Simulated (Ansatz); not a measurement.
Stepwise reaction of `C[SiH2][SiH](O)O` with water, as a gas-phase model of exchange steps in deposition or etching. ΔE in kJ/mol.

Calculated with Ansatz (gas phase, PBE0-D4/def2-TZVP geometries, no zero-point term in ΔE). CCSD(T)/CBS adds triple-zeta CCSD(T) − MP2 to the extrapolated MP2 energy (def2 sets, frozen cores). This one scheme is used for every species. DFT in def2-TZVPP. B3LYP here is the variant with VWN-RPA as its local correlation; programs differ in this. One conformer a species, not always the lowest.

```csv
step,reaction,PBE-D4,B3LYP-D4,ωB97M-V,CCSD(T)/CBS
1,`C[SiH2][SiH](O)O` + H₂O → `C[SiH](O)[SiH](O)O` + H₂,-62.5,-69.5,-69.5,-65.7
2,`C[SiH](O)[SiH](O)O` + H₂O → `C[SiH](O)[Si](O)(O)O` + H₂,-98.5,-104.3,-104.6,-100.7
```

By hand: ΔE of the 2 steps together at CCSD(T)/CBS.

(-65.7) + (-100.7) = -166.4 kJ/mol, or -83.2 kJ/mol a step.

In ΔE each step is lower than the one before. All are downhill at CCSD(T)/CBS. PBE-D4 differs from CCSD(T)/CBS by 2.2 to 3.2 kJ/mol a step. Only this route is followed, and other bonds may react first. Isolated molecules leave out the surface, adducts and barriers. Largest T1 diagnostic: 0.012.
